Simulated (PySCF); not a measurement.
Fractional electron number in Ba (barium, neutral)

The 6s beta orbital of [Xe] 6s2 is emptied in steps (occupation f), with all orbitals relaxed, ending at [Xe] 6s1. Computed with PySCF 2.14 in def2-SVP with the def2 core potential (46 electrons) (4s3p2d1f, 30 functions), with scalar relativity through the core potential. The exact energy is a straight line in f; departures are measured from the line between the end points of the same method.

```tsv
f	UHF (eV)	LDA (eV)	PBE (eV)	PBE0 (eV)	r2SCAN (eV)	LC-wPBE (eV)	BHandHLYP (eV)	CAM-B3LYP (eV)	r2SCAN0 (eV)
1	0.000	0.000	0.000	0.000	0.000	0.000	0.000	0.000	0.000
0.9	0.013	-0.183	-0.179	-0.130	-0.150	0.011	-0.097	-0.072	-0.113
0.7	0.028	-0.429	-0.421	-0.304	-0.345	0.024	-0.229	-0.173	-0.261
0.5	0.031	-0.511	-0.505	-0.364	-0.398	0.026	-0.277	-0.211	-0.302
0.3	0.024	-0.430	-0.425	-0.306	-0.320	0.019	-0.237	-0.183	-0.246
0.1	0.010	-0.184	-0.179	-0.128	-0.131	0.008	-0.103	-0.082	-0.105
0	0.000	0.000	0.000	0.000	0.000	0.000	0.000	0.000	0.000
```

**Question.** For CAM-B3LYP, how does the orbital energy at f = 1 compare with the removal energy?

**Answer.** −ε = 4.356 eV against a total-energy difference of 5.152 eV. By Janak's theorem ε = ∂E/∂f, so the gap between them reflects the curvature. Along the path −ε is 4.501 (f = 0.9), 4.802 (f = 0.7), 5.122 (f = 0.5), 5.468 (f = 0.3), 5.860 (f = 0.1) eV.

| method | E(f=0) − E(f=1) (eV) | −ε at f=1 (eV) | −ε at f=0.5 (eV) |
| --- | --- | --- | --- |
| UHF | 4.256 | 4.409 | 4.245 |
| LDA | 5.366 | 3.335 | 5.365 |
| PBE | 5.209 | 3.223 | 5.195 |
| PBE0 | 5.122 | 3.682 | 5.117 |
| r2SCAN | 4.929 | 3.249 | 5.005 |
| LC-wPBE | 4.922 | 5.047 | 4.908 |
| BHandHLYP | 5.042 | 3.977 | 5.016 |
| CAM-B3LYP | 5.152 | 4.356 | 5.122 |
| r2SCAN0 | 4.959 | 3.694 | 5.005 |

Reference removal energy between the ground levels: 5.212 eV (measured; NIST Atomic Spectra Database, ionization energies). UHF lacks correlation.
